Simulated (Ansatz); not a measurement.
Harmonic frequencies (cm⁻¹) at PBE0-D4/def2-TZVP from Ansatz: 202, 207, 285, 426, 485, 495, 599, 656, 672, 789, 874, 876, 952, 1015, 1102, 1136, 1247, 1442, 1632, 2146, 2153, 3075, 3126, 3156.

Problem. Which molecule is it?
A. `Cl[C]1=C[CH2][GeH2]1`
B. `F/C=N\B[SiH3]`
C. `CC#[C][GeH2][Cl]`
D. `BB[SiH2]O`

Solution. A.
